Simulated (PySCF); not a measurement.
## Electron correlation in Sn (tin, neutral)

[Kr] 4d10 5s2 5p2, high-spin 3P determinant. Computed with PySCF 2.14 in aug-cc-pwCVTZ-DK3, with the spin-free X2C one-electron Hamiltonian (Gaussian nucleus). Frozen: [Kr] 4d10; 4 electrons correlated.

```json
{"level": "CCSD", "correlation energy (mhartree)": "-57.08"}
{"level": "(T)", "correlation energy (mhartree)": "-1.71"}
{"level": "CCSD(T)", "correlation energy (mhartree)": "-58.79"}
```

Diagnostics: T1 = 0.0096, D1 = 0.0250, largest double amplitude 0.070.

Cost of the coupled-cluster step: roughly 23 core-seconds, for 4 correlated electrons.
